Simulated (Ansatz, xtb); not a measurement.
**Ligand exchange: BrF + C2H4FI → IBr + C2H4F2**

Species: BrF (bromine fluoride), singlet; C2H4FI (1-fluoro-2-iodoethane) `FCCI`, singlet; IBr (iodine monobromide), singlet; C2H4F2 (1,2-difluoroethane) `FCCF`, singlet. The partners trade F for I: Br–F and C–I bonds give way to Br–I and C–F.

Shapes, held fixed at every level: PBE0-D4/def2-TZVP. Flexible molecules stand in one conformer, not always the lowest. Programs: Ansatz 0.2.0, xtb 6.7.1. The zero-point and thermal change to 298 K, harmonic and unscaled (PBE0-D4/def2-TZVP), is +3.4 kJ/mol.

```
              level                   kind  ΔH(298 K) (kJ/mol)  less CCSD(T)/def2-TZVPP
           GFN1-xTB         semi-empirical              -178.3                    -29.7
      HF/def2-TZVPP           Hartree–Fock              -189.1                    -40.5
   SPW92/def2-TZVPP                    LDA              -157.7                     -9.1
B3LYP-D4/def2-TZVPP          global hybrid              -158.3                     -9.7
  B2PLYP/def2-TZVPP          double hybrid              -156.2                     -7.6
     MP2/def2-TZVPP    perturbation theory              -146.8                     +1.8
   CCSD(T)/def2-SVP  coupled cluster or CI              -168.1                    -19.5
      CCSD/def2-SVP  coupled cluster or CI              -173.6                    -25.0
 CCSD(T)/def2-TZVPP  coupled cluster or CI              -148.6                      0.0
```

The highest level, CCSD(T)/def2-TZVPP, gives ΔH(298 K) = -148.6 kJ/mol; the levels span -189.1 to -146.8. The column of differences is taken from that level and isn't an error. No measured value is set beside it here. For atoms past krypton def2 sets carry core potentials with scalar relativity. Relativity is left out for Br. Outer-core shells of Br, I are correlated, in sets that cover them unevenly.
